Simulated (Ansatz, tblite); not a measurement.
Cost and result up the ladder for the cluster Rb₃⁺ (3 atoms). The state is a singlet with charge 1. Geometry: B3LYP/def2-TZVP.

```xyz
3

Rb   -1.0882   -2.3767   -0.8103
Rb    2.0542    1.1195   -1.4203
Rb   -0.9661    1.2572    2.2306
```

Ansatz on 4 threads of Arm Neoverse V2 on a shared host; xTB runs through tblite on one thread. Times are rough, summed over both states, and most runs start from the orbitals of an earlier one. B2PLYP/def2-TZVP serves as the yardstick here, not as an exact answer. The other state is a triplet at its own geometry, which has other bonds, so the gap mixes isomer and spin.

In the def2 sets Rb takes a core potential; there is no spin–orbit coupling. The xTB rows come from tblite. B3LYP takes the VWN-RPA correlation. HSE06 is defined as in plane-wave codes, on full-range PBE exchange. Correlated methods freeze no core orbitals; core or outer-core shells of Rb are correlated, in sets that lack core-valence functions. The structure comes from a short search, and lower isomers may exist.

Run but left out: HF/STO-3G (singlet: restricted singlet, unstable in another Hartree–Fock run and untested here); HF/def2-TZVP, HF/def2-TZVPP (singlet: restricted singlet, unstable towards broken spin symmetry).

Correlated methods converge slowly with the basis.

xTB has no spin-polarisation term.

| level | functions | wall time | triplet − singlet (eV) | difference from B2PLYP/def2-TZVP (eV) | remarks |
| --- | --- | --- | --- | --- | --- |
| GFN1-xTB | 12 | 0.002 s | 2.05 | 1.59 | – |
| GFN2-xTB | 12 | 0.002 s | 1.57 | 1.11 | – |
| MP2/def2-TZVP | 99 | 0.85 s | 0.33 | -0.13 | restricted SCF unstable (singlet) |
| PBE/def2-TZVP | 99 | 2.8 s | 0.52 | 0.06 | – |
| HSE06/def2-TZVP (with forces) | 99 | 3.4 s | 0.46 | 0.00 | – |
| B3LYP/def2-TZVP | 99 | 3.5 s | 0.47 | 0.01 | – |
| B2PLYP/def2-TZVP | 99 | 4 s | 0.46 | 0.00 | – |
| RPA@PBE/def2-TZVP | 99 | 4.2 s | 0.40 | -0.06 | – |
| r2SCAN/def2-TZVP | 99 | 5.7 s | 0.28 | -0.17 | – |
| PBE0/def2-TZVP | 99 | 6.1 s | 0.44 | -0.01 | – |
| CCSD(T)/def2-TZVPP | 120 | 14 s | 0.45 | -0.01 | restricted SCF unstable (singlet) |
| ωB97M-V/def2-TZVP | 99 | 15 s | 0.80 | 0.35 | – |
